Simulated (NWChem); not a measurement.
The numbers come from NWChem runs, not from measurements. System: CH4OZn, charge 0, spin multiplicity 1, at a geometry optimised with B3LYP/def2-SVP. The structure started from a generated list of species. Level: MP2/def2-TZVP, 11 core orbitals frozen.

Input file:

```
start mol
memory heap 200 mb stack 900 mb global 1100 mb
geometry units angstroms nocenter noautoz noautosym
  Zn     0.000341    -0.036140     0.026807
  C     -0.194153     1.686332    -0.839816
  H     -0.952213     2.301589    -0.329196
  H     -0.508137     1.561537    -1.888538
  H      0.757508     2.241264    -0.831038
  O      0.244428    -1.667234     0.710076
  H     -0.097887    -1.800319     1.602849
end
basis spherical
  * library def2-tzvp
end
scf
  rhf
  nopen 0
  maxiter 100
  thresh 1e-7
  semidirect memsize 60000000 filesize 0
end
mp2
  freeze core 11
end
task mp2 energy
```

Part of the output:

```
             Northwest Computational Chemistry Package (NWChem) 7.3.0
             --------------------------------------------------------

                                NWChem Input Module
                                -------------------

 Scaling coordinates for geometry "geometry" by  1.889725989
 (inverse scale =  0.529177249)

                             Geometry "geometry" -> ""
                             -------------------------

 Output coordinates in angstroms (scale by  1.889725989 to convert to a.u.)

  No.       Tag          Charge          X              Y              Z
 ---- ---------------- ---------- -------------- -------------- --------------
    1 Zn                  30.0000     0.00034100    -0.03614000     0.02680700
    2 C                    6.0000    -0.19415300     1.68633200    -0.83981600
    3 H                    1.0000    -0.95221300     2.30158900    -0.32919600
    4 H                    1.0000    -0.50813700     1.56153700    -1.88853800
    5 H                    1.0000     0.75750800     2.24126400    -0.83103800
    6 O                    8.0000     0.24442800    -1.66723400     0.71007600
    7 H                    1.0000    -0.09788700    -1.80031900     1.60284900

 Effective nuclear repulsion energy (a.u.)     170.5139389615

            Nuclear Dipole moment (a.u.)
            ----------------------------
        X                 Y               Z
 ---------------- ---------------- ----------------
     0.0000132281    -0.0000170075    -0.0000018897


 Summary of "ao basis" -> "" (spherical)
 ------------------------------------------------------------------------------
       Tag                 Description            Shells   Functions and Types
 ---------------- ------------------------------  ------  ---------------------
 *                         def2-tzvp                  on all atoms

 Summary of "ao basis" -> "ao basis" (spherical)
 ------------------------------------------------------------------------------
       Tag                 Description            Shells   Functions and Types
 ---------------- ------------------------------  ------  ---------------------
[...]
     1   1 0 0     -0.340895      0.000000      0.000013
     1   0 1 0      0.653906      0.000000     -0.000017
     1   0 0 1      0.285073      0.000000     -0.000002

     2   2 0 0    -19.484136      0.000000      8.757854
     2   1 1 0      1.763664      0.000000    -22.626378
     2   1 0 1     -1.100255      0.000000     10.191015
     2   0 2 0    -26.037487      0.000000    197.618960
     2   0 1 1      1.018482      0.000000    -94.462255
     2   0 0 2    -17.605039      0.000000     54.357535

                   NWChem MP2 Semi-direct Energy/Gradient Module
                   ---------------------------------------------

  Basis functions       =    134
  Molecular orbitals    =    134
  Frozen core           =     11
  Frozen virtuals       =      0
  Active alpha occupied =     13
  Active beta occupied  =     13
  Active alpha virtual  =    110
  Active beta virtual   =    110
  Use MO symmetry       = F
  Use skeleton AO sym   = F

  AO/Fock/Back tols     =   1.0D-09  1.0D-09  1.0D-09

 GA uses MA = F    GA memory limited = T

 Available:
  local mem=  1.26D+08
 global mem=  1.44D+08
 local disk=  0.00D+00
  mp2_memr nvloc                   110
  nvloc new                   110
   1 passes of  13:        5242880                     108101                  41095212.
   1 passes of  13: M    126145295           G      144143288           F     120902415.

 Semi-direct pass number   1 of   1  for RHF alpha+beta  at        8.0s
  vrange nnbf                  8446
  mp2_eaftype                   156  avail_ma_in_mb                  1099
 EAF : mp2_eaftype filesize         156   20547606.
  mp2_eaf for mointskh                    156
Node 0 wrote     96.6 Mb in      0.1 s     Agg I/O rate:   666.9 Mb/s
 Done moints_semi at       14.4s
  mp2_eaftype                   156  avail_ma_in_mb                   943
 EAF : mp2_eaftype filesize         156   20547606.
  mp2_eaf for kh                   156
 Done maket at       14.7s
 Done multipass loop at       14.7s

          -------------------------------------------
          SCF energy               -1892.916187097851
          Correlation energy          -0.851413675092
          Singlet pairs               -0.465317736714
          Triplet pairs               -0.386095938378
          Total MP2 energy         -1893.767600772942
          -------------------------------------------

          ---------------------------------------------------
                    Spin Component Scaled (SCS) MP2
          Same spin pairs                     -0.257397292252
          Same spin scaling factor             0.333333333333
          Opposite spin pairs                 -0.594016382840
          Opposite spin scaling fact.          1.200000000000
          SCS-MP2 correlation energy          -0.798618756825
          Total SCS-MP2 energy             -1893.714805854676
          ---------------------------------------------------

 -----------------------
 Performance information
 -----------------------

 Timer overhead =  9.87D-08 seconds/call

               Nr. of calls         CPU time (s)                 Wall time (s)                GFlops
             ---------------    -------------------     ------------------------------   -------------------
Name         Min   Avg   Max    Min     Avg     Max     Min     Avg     Max   Mx/calls   Min     Max     Sum
mp2: moin     1     1     1    6.3     6.3     6.3      6.3     6.3     6.3     6.3      0.0     0.0     0.0
mp2: make     1     1     1   0.28    0.28    0.28     0.28    0.28    0.28    0.28      0.0     0.0     0.0
mp2: tota     1     1     1    6.7     6.7     6.7      6.7     6.7     6.7     6.7      0.0     0.0     0.0

 The average no. of pstat calls per process was 3.00D+00
 with a timing overhead of 2.96D-07s

 Task  times  cpu:       14.7s     wall:       14.7s

 Total times  cpu:       14.7s     wall:       14.7s
```
